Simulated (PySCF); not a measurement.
Species: C5H7NSSi.
Atom-mapped SMILES: `[SiH3:1][S:2][c:3]1[cH:4][cH:5][n:6][cH:7][cH:8]1` (hydrogens: H9, H10, H11 on Si1; H12 on C4; H13 on C5; H14 on C7; H15 on C8)

Torsions of this conformer, `[SiH3:1][S:2][c:3]1[cH:4][cH:5][n:6][cH:7][cH:8]1`: Si1–S2–C3–C4 179°.

The closed-shell ground state was solved at several levels (PySCF, density fitting, gas phase, non-relativistic). Isolated species at its PBE0-D3(BJ)/def2-SVP geometry (one conformer only).

| level | basis functions | HOMO (eV) | LUMO (eV) | gap (eV) | dipole (D) |
| --- | --- | --- | --- | --- | --- |
| wB97X-D/pcSseg-1 | 185 | -8.85 | 0.71 | 9.56 | 2.19 |
| wB97X-D/def2-SVPD | 227 | -8.82 | 0.63 | 9.45 | 2.07 |

**Question.** Estimate the row for PBE0/pcSseg-1, a basis of 185 functions; the other rows only guide the guess.

**Answer.** HOMO -7.10 eV, LUMO -1.00 eV, gap 6.10 eV, dipole 2.16 D.

**Question.** Over all these levels, which gives the widest orbital gap and which the narrowest?

**Answer.** wB97X-D/pcSseg-1 (range-separated hybrid) has the widest, 9.56 eV, and PBE0/pcSseg-1 (global hybrid, 25 % exact exchange) the narrowest, 6.10 eV. The two share the basis. From the narrowest to the widest the HOMO moves by -1.75 eV and the LUMO by +1.71 eV.

**Question.** How far do the dipole and the HOMO energy spread over the levels?

**Answer.** The dipole runs from 2.07 to 2.19 D (mean 2.14 D) and the HOMO from -8.85 to -7.10 eV.
